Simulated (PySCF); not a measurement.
Stepwise substitution at one centre (In CH3-H). Gas-phase values, no solvent. Strings in code marks are SMILES.

The dipole moment from two functionals at the same geometries (M06-2X/def2-TZVP), both in PySCF: PBE-D3(BJ)/def2-TZVP and B3LYP-D3(BJ)/def2-TZVP. B3LYP has the VWN-RPA correlation part, as in Gaussian. 

```tsv
species	PBE-D3(BJ)/def2-TZVP (D)
0 of 3 CH3 replaced by H (`[CH3][In]([CH3])[CH3]`)	0.01
1 of 3 CH3 replaced by H (`[CH3][InH][CH3]`)	0.62
2 of 3 CH3 replaced by H (`[CH3][InH2]`)	0.72
3 of 3 CH3 replaced by H	0.00
```

**Question.** What does B3LYP-D3(BJ)/def2-TZVP give for each?

**Answer.** 
- 0 of 3 CH3 replaced by H (`[CH3][In]([CH3])[CH3]`): 0.01
- 1 of 3 CH3 replaced by H (`[CH3][InH][CH3]`): 0.59
- 2 of 3 CH3 replaced by H (`[CH3][InH2]`): 0.68
- 3 of 3 CH3 replaced by H: 0.00
Over these rows, drawn at random from the members with no instability flagged (it was tested for open shells, ions and some series alone), PBE minus B3LYP-D3(BJ): mean +0.02 D, from 0.00 D to +0.04 D.
